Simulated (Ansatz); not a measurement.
Reactions of `O[SiH](O)[SiH2]Cl`.

Gas-phase electronic energies from Ansatz, PBE0-D4/def2-TZVP geometries. CCSD(T)/CBS adds triple-zeta CCSD(T) − MP2 to the extrapolated MP2 energy (def2 sets, frozen cores). This one scheme is used for every species. DFT in def2-TZVPP. def2 core potentials past Kr. For Nb outer-core shells are correlated without core-valence functions, which leaves a few kJ/mol of doubt a bond. One conformer a species, not always the lowest.

```json
{"reaction": "`O[SiH](O)[SiH2]Cl` + `C[SiH2]O` → `C[SiH](O)[SiH](O)O` + `[SiH3]Cl`", "HF/CBS(def2) (kcal/mol)": "2.2", "PBE-D4 (kcal/mol)": "1.7", "B2PLYP (kcal/mol)": "1.7", "CCSD/CBS(def2) (kcal/mol)": "1.8"}
{"reaction": "`O[SiH](O)[SiH2]Cl` → `O[SiH2][SiH](O)Cl`", "HF/CBS(def2) (kcal/mol)": "3.0", "PBE-D4 (kcal/mol)": "2.9", "B2PLYP (kcal/mol)": "2.9", "CCSD/CBS(def2) (kcal/mol)": "3.2"}
{"reaction": "`O[SiH](O)[SiH2]Cl` + H–F → `O[SiH](F)[SiH2]Cl` + H₂O", "HF/CBS(def2) (kcal/mol)": "-11.5", "PBE-D4 (kcal/mol)": "-9.5", "B2PLYP (kcal/mol)": "-10.1", "CCSD/CBS(def2) (kcal/mol)": "-10.0"}
{"reaction": "`O[SiH](O)[SiH2]Cl` + `O[SiH](F)F` → `O[SiH](O)O[SiH](F)F` + `[SiH3]Cl`", "HF/CBS(def2) (kcal/mol)": "-43.5", "PBE-D4 (kcal/mol)": "-28.6", "B2PLYP (kcal/mol)": "-36.4", "CCSD/CBS(def2) (kcal/mol)": "-36.8"}
{"reaction": "`O[SiH](O)[SiH2]Cl` + CH₄ → `C[SiH2][SiH](O)O` + HCl", "HF/CBS(def2) (kcal/mol)": "27.3", "PBE-D4 (kcal/mol)": "24.2", "B2PLYP (kcal/mol)": "25.4", "CCSD/CBS(def2) (kcal/mol)": "24.9"}
{"reaction": "`O[SiH](O)[SiH2]Cl` + `O[SiH](Cl)O[Si](F)(F)Cl` → `O[SiH](O)O[SiH](O)Cl` + `F[Si](F)(Cl)[SiH2]Cl`", "HF/CBS(def2) (kcal/mol)": "-2.5", "PBE-D4 (kcal/mol)": "-4.1", "B2PLYP (kcal/mol)": "-3.7", "CCSD/CBS(def2) (kcal/mol)": "-3.1"}
{"reaction": "`O[SiH](O)[SiH2]Cl` + HCl → `O[SiH](Cl)[SiH2]Cl` + H₂O", "HF/CBS(def2) (kcal/mol)": "1.8", "PBE-D4 (kcal/mol)": "-1.6", "B2PLYP (kcal/mol)": "0.8", "CCSD/CBS(def2) (kcal/mol)": "-0.3"}
{"reaction": "`O[SiH](O)[SiH2]Cl` + H₂ → `O[SiH](O)[SiH3]` + HCl", "HF/CBS(def2) (kcal/mol)": "14.6", "PBE-D4 (kcal/mol)": "17.5", "B2PLYP (kcal/mol)": "16.6", "CCSD/CBS(def2) (kcal/mol)": "16.9"}
{"reaction": "`O[SiH](O)[SiH2]Cl` + `[OH][Nb]([OH])([F])=[S]` → `O[SiH](F)[SiH2]Cl` + `[OH][Nb]([OH])([OH])=[S]`", "HF/CBS(def2) (kcal/mol)": "-2.4", "PBE-D4 (kcal/mol)": "-0.4", "B2PLYP (kcal/mol)": "-1.4", "CCSD/CBS(def2) (kcal/mol)": "-2.5"}
{"reaction": "`O[SiH](O)[SiH2]Cl` + H₂ → `O[SiH2][SiH2]Cl` + H₂O", "HF/CBS(def2) (kcal/mol)": "19.6", "PBE-D4 (kcal/mol)": "20.4", "B2PLYP (kcal/mol)": "21.5", "CCSD/CBS(def2) (kcal/mol)": "20.4"}
```

(1) Give the CCSD(T)/CBS values in the same order. (An estimate is asked.)

Largest T1 diagnostic: 0.023, for `[OH][Nb]([OH])([OH])=[S]`.

Results:

(1) The calculation gave: 1.8, 3.2, -9.7, -35.8, 24.8, -3.3, -0.7, 17.6, -2.3, 21.1 kcal/mol.
